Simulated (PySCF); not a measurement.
GaCl4, SMILES [Ga-]([Cl])([Cl])([Cl])[Cl], charge -1. Atoms are numbered in the order given.

```xyz
5

Ga     0.0000     0.0000     0.0000
Cl     1.2888     1.2888    -1.2888
Cl    -1.2888     1.2888     1.2888
Cl    -1.2888    -1.2888    -1.2888
Cl     1.2888    -1.2888     1.2888
```
Charge -1, spin multiplicity 1.

The structure is a stationary point at B3LYP-D3(BJ)/def2-SVPD. The isomer is the one that the SMILES or the coordinates give; other isomers of the formula were not compared.

Two levels are set side by side: PBE/pcSseg-1 (PySCF) and B3LYP/pcSseg-1 (PySCF). GIAO shifts against HCl (³⁵Cl) at the same level; non-relativistic, no solvent, atoms listed together averaged. Without spin–orbit terms, shifts of atoms bonded to Cl or Br come out too high at both levels. Differences are taken from unrounded values.

```tsv
quantity	B3LYP	PBE	PBE minus B3LYP
δ(³⁵Cl) of Cl2, Cl3, Cl4, Cl5 (ppm)	49.3	81.7	32.4
```

Rough cost on one machine, each run with all the roots and properties that it gave: B3LYP against PBE within a factor of 2.
